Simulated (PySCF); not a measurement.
**Excitation energy of Mn²⁺ by level of theory**

Mn²⁺ [Ar] 3d5 (6S) → Mn²⁺ [Ar] 3d4 4s1 (6D), as a difference of total energies. Calculation: PySCF 2.14, in x2c-TZVPPall with one added diffuse shell each of s, p, d, f type (7s6p5d3f1g, 80 functions); scalar relativity by spin-free X2C-1e. Correlated levels: valence: [Ar] frozen. The calculations carry no spin-orbit coupling.

```
           method  excitation energy (eV)
              UHF                   7.373
    MP2 (valence)                   7.872
SCS-MP2 (valence)                   7.540
   CCSD (valence)                   7.859
CCSD(T) (valence)                   7.867
```

Task: How much does correlation contribute at CCSD(T) (valence)?

Result: 7.867 − (7.373) = 0.494 eV, measured against UHF.
